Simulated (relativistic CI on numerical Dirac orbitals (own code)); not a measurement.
Hyperfine structure of Al¹⁰⁺, mass number 27

Method of calculation: Dirac-Coulomb-Breit CI, KLI orbitals optimised for each configuration, QED by a radiative potential, unscaled Slater integrals (own radial code, finite nucleus).

Configuration list (outside the closed core 1s2): 2s, 2p, 3s, 3p, 3d, 4s, 4p, 4f, 4d, 5s, 5p, 5f, 5d, 5g. Levels of other configurations are missing.

Nuclear spin I = 5/2, μ = 3.6407 μN, Q = 0.1466 b (tables of Stone and Pyykkö). The electronic factors are computed for point nuclear moments, without core polarisation or the Bohr-Weisskopf and QED corrections.

```tsv
Level	E (cm⁻¹)	A (MHz)	B (MHz)
2s 2S_1/2	0	80960	
2p 2P°_1/2	177039	23850	
2p 2P°_3/2	182790	4703	876
3s 2S_1/2	2019540	23520	
3p 2P°_1/2	2068244	7249	
3p 2P°_3/2	2069927	1429	266
3d 2D_3/2	2086944	741.4	46.1
3d 2D_5/2	2087471	317.1	65.6
```

Levels with J = 0, under 50 % of one LS term, or S terms without an open s electron are left out. Small factors come from cancelling terms and can be off by tens of per cent or more.

At this charge energies of transitions that change n are usually good to better than 1 %, and those within a shell (Δn = 0) to a few per cent.

Task: Give the hyperfine levels of 2s 2S_1/2 relative to its centre of gravity.

Result: With K = F(F + 1) − I(I + 1) − J(J + 1), E = AK/2: F = 2: -141700, F = 3: 101200 MHz.
